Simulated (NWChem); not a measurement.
Species: BaCl cation; SMILES [Ba+][Cl]

Results from NWChem. Geometry: optimised at PBE0/def2-SVP. def2 effective core potentials on Ba; no spin-orbit coupling. Level MN15/def2-SVP: energy and gradient on several grids; changes count from the extra-fine grid, which is no exact limit either.

**Question.** Which is the coarsest grid (xcoarse; xfine; medium; fine; coarse) from which on the energy stays within 50 μHa and each gradient component within 100 μHa/bohr of xfine?

**Answer.** coarse.
```json
[
 {"grid": "xcoarse", "size of the energy change (μHa)": "500", "largest change of a gradient component (μHa/bohr)": "60"},
 {"grid": "coarse", "size of the energy change (μHa)": "< 10", "largest change of a gradient component (μHa/bohr)": "40"},
 {"grid": "medium", "size of the energy change (μHa)": "< 10", "largest change of a gradient component (μHa/bohr)": "< 30"},
 {"grid": "fine", "size of the energy change (μHa)": "< 10", "largest change of a gradient component (μHa/bohr)": "< 30"},
 {"grid": "xfine", "size of the energy change (μHa)": "< 10", "largest change of a gradient component (μHa/bohr)": "< 30"}
]
```
